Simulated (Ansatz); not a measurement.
The same ligand exchange along the group O, S, Se.

Gas-phase electronic energies from Ansatz, PBE0-D4/def2-TZVP geometries. CCSD(T)/CBS adds triple-zeta CCSD(T) − MP2 to the extrapolated MP2 energy (def2 sets, frozen cores). This one scheme is used for every species. DFT in def2-TZVPP. B3LYP here is the variant with VWN-RPA as its local correlation; programs differ in this. For Se outer-core shells are correlated without core-valence functions, which leaves a few kJ/mol of doubt a bond. Scalar relativity is left out up to krypton. Each species was taken in one conformer, which may not be the lowest.

```csv
reaction,B3LYP-D4 (kcal/mol),r2SCAN-D4 (kcal/mol),PBE-D4 (kcal/mol),HF/CBS(def2) (kcal/mol),CCSD(T)/CBS(def2) (kcal/mol)
`[AlH2][O][SiH3]` + `N[SiH](N)Cl` → `N[SiH](Cl)N[SiH3]` + `[OH][AlH2]`,13.2,13.1,11.0,18.2,12.8
`[AlH2][S][SiH3]` + `N[SiH](N)Cl` → `N[SiH](Cl)N[SiH3]` + `[AlH2][SH]`,1.1,2.6,3.4,0.4,1.7
`[AlH2][Se][SiH3]` + `N[SiH](N)Cl` → `N[SiH](Cl)N[SiH3]` + `[AlH2][SeH]`,1.9,3.3,4.4,1.2,2.8
```

Largest T1 diagnostic: 0.012, for `[OH][AlH2]`.
